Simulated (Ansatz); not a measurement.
The first iterations of a band of BClF2 + H2 (6 atoms, charge 0, multiplicity 1).

Computed with Ansatz 0.2.0, RKS PBE/def2-SVP.

```json
{"movable images": "3", "climbing image": "yes", "spring": "5.0 eV/Å²", "optimiser": "quadratic models (default)", "start path": "through a guess of the saddle point", "force threshold": "0.05 eV/Å", "iteration limit": "60", "end points": "relaxed"}
```

Image 0:

```xyz
6
Properties=species:S:1:pos:R:3
B 0.017 0.483 -0.052
F 0.006 0.806 1.232
Cl 1.517 0.498 -0.960
F -1.124 0.163 -0.642
H 0.349 -2.400 0.813
H 0.263 -2.015 1.472
```

Image 4:

```xyz
6
Properties=species:S:1:pos:R:3
B 0.102 -0.444 -0.418
F 0.093 -0.018 1.868
Cl 1.527 0.464 -0.924
F -1.101 0.074 -0.623
H 0.210 -1.612 -0.099
H 0.196 -0.930 2.061
```

| iteration | highest image above the first end (eV) | largest band force component (eV/Å) |
| --- | --- | --- |
| 1 | 3.079 | 4.421 |
| 2 | 1.915 | 2.192 |
| 3 | 1.574 | 2.444 |
| 4 | 1.583 | 2.272 |
| 5 | 1.535 | 0.846 |
| 6 | 1.564 | 13.835 |
| 7 | 1.554 | 6.179 |

**Question.** Does the band converge within its limit, and where does its top end?

**Answer.** The forces met the threshold. It ended after 22 iterations with the highest image 1.763 eV above the first end. Neighbouring images differ by up to 1.3 eV, so the band resolves the path poorly. Another band between the same ends (5 images) ends at a top of the same energy, where a vibrational analysis finds 1 clearly imaginary mode. So few images can step over the top or miss a turn of the path. The orbitals stay closed-shell, which can raise the energy where a bond breaks towards radicals; this wasn't checked here.

Run time: 47 s on 1 thread of Intel(R) Xeon(R) 6975P-C (Granite Rapids), on a shared host, peak memory 0.13 GiB.
